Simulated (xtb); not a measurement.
B(H)(Me)(NMe2) (C₃H₁₀BN), SMILES CN(BC)C. All values are semi-empirical tight-binding results from xtb (GFN2-xTB unless named), good for trends rather than for accurate numbers. Geometry optimised at GFN2-xTB. One conformer was computed; it need not be the lowest.

Optimised geometry:

```xyz
15

B      0.4409    -0.7092     0.6981
H      0.1983    -1.0050     1.8094
C      1.6400    -1.4032    -0.0829
H      2.1591    -2.1336     0.5325
H      2.3835    -0.6776    -0.4112
H      1.2954    -1.9258    -0.9745
N     -0.3521     0.2582     0.1074
C     -0.2035     0.7462    -1.2447
C     -1.4467     0.9176     0.7827
H     -1.1237     0.5795    -1.8151
H      0.0021     1.8222    -1.2438
H      0.6136     0.2345    -1.7425
H     -1.2766     1.9988     0.8263
H     -2.3880     0.7446     0.2503
H     -1.5424     0.5372     1.7957
```
Charge 0, spin multiplicity 1.

Computed properties:
| Property | Result |
|---|---|
| point group as xtb finds it | Cs |
| orbital gap | 5.70 eV |
| dipole moment | 1.89 D |
| zero-point energy | 82.0 kcal/mol |
| G − E(el) at 298.15 K (modified RRHO) | 63.0 kcal/mol |
| static polarisability (D4 model) | 61.1 bohr³ |
| solvation energy, GFN2-xTB/ALPB(water) | -1.5 kcal/mol |
| solvation energy, GFN2-xTB/ALPB(dmso) | -4.9 kcal/mol |

Give the IR lines (harmonic; lines under 4 % of the strongest left out, lines within 3 cm⁻¹ merged). (An estimate is asked for; the answer gives what the named calculation found.)

ν (cm⁻¹): 655 (w), 899 (s), 984 (w), 1176 (m), 1226 (m), 1395 (w), 1418 (w), 1469 (m), 1486 (w), 1528 (s), 2589 (vs), 2919 (s), 2942 (w), 2950 (s), 3001 (m), 3009 (m), 3043 (m), 3051 (m), 3069 (w) (against the strongest line: vs over 80 %, s over 45 %, m over 15 %, w over 4 %, vw less)

Give the atomic charges and the Wiberg bond orders between heavy atoms. (An estimate is asked for; the answer gives what the named calculation found.)

charges (e) B1 0.22, H2 -0.12, C3 -0.18, H4 0.02, H5 0.02, H6 0.02, N7 -0.14, C8 -0.05, C9 -0.04, H10 0.03, H11 0.03, H12 0.06, H13 0.04, H14 0.04, H15 0.05. Bond orders B1–C3 1.01, B1–N7 1.41, N7–C8 1.02, N7–C9 1.02.
